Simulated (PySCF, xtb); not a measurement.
H₂O₃P, SMILES O[P](O)=O, multiplicity 2. The values are those of a single conformer.

Harmonic wavenumbers (cm⁻¹) from GFN2-xTB (xtb) at its own minimum, in rising order: 257, 318, 380, 397, 452, 738, 762, 856, 884, 1219, 3585, 3612.

Question: What does PBE-D3(BJ)/def2-SVP in PySCF give at its own minimum? (Estimate from the structure and the level; the computed values follow.)

Answer: 150, 207, 333, 361, 423, 752, 806, 934, 949, 1187, 3678, 3688. Paired by order, the mean absolute difference is 61 cm⁻¹ and the zero-point energies are 19.2 and 19.3 kcal/mol.
